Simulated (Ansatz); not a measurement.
Frontier orbitals of `C[CH](C)[Sn][Cl]`.

```xyz
12

C     0.6417    1.1793    0.0386
C     0.2736   -0.1721   -0.5565
C    -1.1971   -0.5016   -0.3466
Sn    1.5553   -1.7650    0.2716
Cl    0.8059   -1.4534    2.5136
H     1.6880    1.4491   -0.1399
H     0.4758    1.1911    1.1195
H     0.0283    1.9790   -0.3952
H     0.4936   -0.1664   -1.6319
H    -1.8388    0.2710   -0.7885
H    -1.4866   -1.4542   -0.8030
H    -1.4396   -0.5567    0.7184
```

Total charge 0; spin multiplicity 1. Correlated methods include outer-core shells of Sn, which these sets cover unevenly. Sn: def2 effective core potential. Geometry: relaxed with PBE0-D4/def2-TZVP. It is one conformer, not always the lowest. Basis def2-TZVPP, Ansatz 0.2.0.

Orbital energies of one run (eV). Highest occupied ones, from the top: -8.67, -11.23, -11.48, -11.54, -12.50, -12.58, -13.79, -14.37, -14.47, -15.77, -16.52, -19.50, -22.63, -24.92. Empty: -0.70, 1.41, 2.43, 3.32, 4.03, 4.39.

Problem. Which functional gave them?
A. PBE0
B. B3LYP
C. LC-ωPBE
D. LDA (SPW92)

Solution. C. HOMO energies: LC-ωPBE -8.67, B3LYP -6.08, PBE0 -6.25, LDA (SPW92) -5.39 eV.

B3LYP here is the variant with VWN-RPA as its local correlation; programs differ in this. LC-ωPBE has ω = 0.4 bohr⁻¹.
